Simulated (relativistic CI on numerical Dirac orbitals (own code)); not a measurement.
## Crystal-field levels of Nb²⁺, 4d3

Calculated by Dirac-Coulomb-Breit CI, KLI orbitals optimised for each configuration, QED by a radiative potential, valence Slater integrals scaled by 0.85, one configuration in a parametric crystal field (own radial code).

Field parameters in Wybourne normalisation: D3d B²₀ = −7Dσ, B⁴₀ = −14Dq − 21Dτ, B⁴₃ = −14√(10/7) Dq; Oh B⁴₀ = 21Dq, B⁴₄ = √(5/14) B⁴₀. The field is a parameter set, without covalency.

S and J are read from ⟨S²⟩ = S(S + 1) and ⟨J²⟩ = J(J + 1) of each level; they are not fictitious spins.

D3d, 10Dq = 30750, Dσ = 600, Dτ = -50 cm⁻¹, the lowest 16 levels:

| E (cm⁻¹) | Degeneracy | Irrep | S | J |
| --- | --- | --- | --- | --- |
| 0.0 | 2 | Γ5+Γ6 | 1.50 | 3.46 |
| 2.5 | 2 | Γ4 | 1.50 | 3.46 |
| 11526 | 2 | Γ5+Γ6 | 0.50 | 3.89 |
| 11683 | 2 | Γ4 | 0.50 | 3.93 |
| 12066 | 2 | Γ4 | 0.50 | 4.10 |
| 12225 | 2 | Γ5+Γ6 | 0.50 | 4.04 |
| 12293 | 2 | Γ4 | 0.50 | 3.68 |
| 18882 | 2 | Γ4 | 0.50 | 3.54 |
| 18976 | 2 | Γ5+Γ6 | 0.50 | 3.49 |
| 19298 | 2 | Γ4 | 0.50 | 3.77 |
| 30107 | 2 | Γ4 | 1.50 | 3.37 |
| 30127 | 2 | Γ5+Γ6 | 1.50 | 3.44 |
| 30669 | 2 | Γ4 | 1.50 | 3.29 |
| 30765 | 2 | Γ4 | 1.50 | 3.43 |
| 30850 | 2 | Γ5+Γ6 | 1.50 | 3.53 |
| 30934 | 2 | Γ4 | 1.50 | 3.65 |

Principal g values of the ground doublet: 0.00, 0.00, 5.86.

D3d, 10Dq = 25200, Dσ = 90, Dτ = 150 cm⁻¹, the lowest 16 levels:

| E (cm⁻¹) | Degeneracy | Irrep | S | J |
| --- | --- | --- | --- | --- |
| 0.0 | 2 | Γ4 | 1.50 | 3.45 |
| 0.4 | 2 | Γ5+Γ6 | 1.50 | 3.45 |
| 11408 | 2 | Γ5+Γ6 | 0.50 | 3.88 |
| 11593 | 2 | Γ4 | 0.50 | 3.92 |
| 12038 | 2 | Γ5+Γ6 | 0.50 | 4.11 |
| 12111 | 2 | Γ4 | 0.50 | 3.95 |
| 12213 | 2 | Γ4 | 0.50 | 3.83 |
| 18484 | 2 | Γ4 | 0.51 | 3.49 |
| 18954 | 2 | Γ4 | 0.50 | 3.84 |
| 18961 | 2 | Γ5+Γ6 | 0.51 | 3.53 |
| 25356 | 2 | Γ4 | 1.50 | 3.36 |
| 25377 | 2 | Γ5+Γ6 | 1.50 | 3.42 |
| 25826 | 2 | Γ4 | 1.50 | 3.29 |
| 25928 | 2 | Γ4 | 1.50 | 3.42 |
| 26019 | 2 | Γ5+Γ6 | 1.50 | 3.53 |
| 26114 | 2 | Γ4 | 1.50 | 3.67 |

Principal g values of the ground doublet: 1.95, 3.90, 3.90.

Oh, 10Dq = 24700 cm⁻¹, the lowest 16 levels:

```csv
E (cm⁻¹),Degeneracy,Irrep,S,J
0.0,4,Γ8,1.50,3.45
11673,4,Γ8,0.50,3.90
12107,4,Γ8,0.50,4.12
12225,2,Γ6,0.50,3.68
18489,4,Γ8,0.51,3.50
18683,2,Γ7,0.50,3.86
24523,2,Γ7,1.50,3.16
24652,4,Γ8,1.50,3.36
24841,4,Γ8,1.50,3.58
24857,2,Γ6,1.50,3.67
31151,2,Γ6,1.49,2.48
31246,4,Γ8,1.50,2.59
31299,2,Γ7,1.50,2.68
31308,4,Γ8,1.50,2.75
34238,2,Γ6,0.52,4.10
36184,2,Γ7,0.50,4.20
```

The free-ion ground term has S = 3/2. Every field shown keeps that spin.

Levels of this model without a field, named by their leading LS term: ⁴F3/2 0, ⁴F5/2 447, ⁴F7/2 1034, ⁴F9/2 1729, ⁴P1/2 9487, ⁴P3/2 9588, ²G7/2 10150, ⁴P5/2 10228 cm⁻¹.
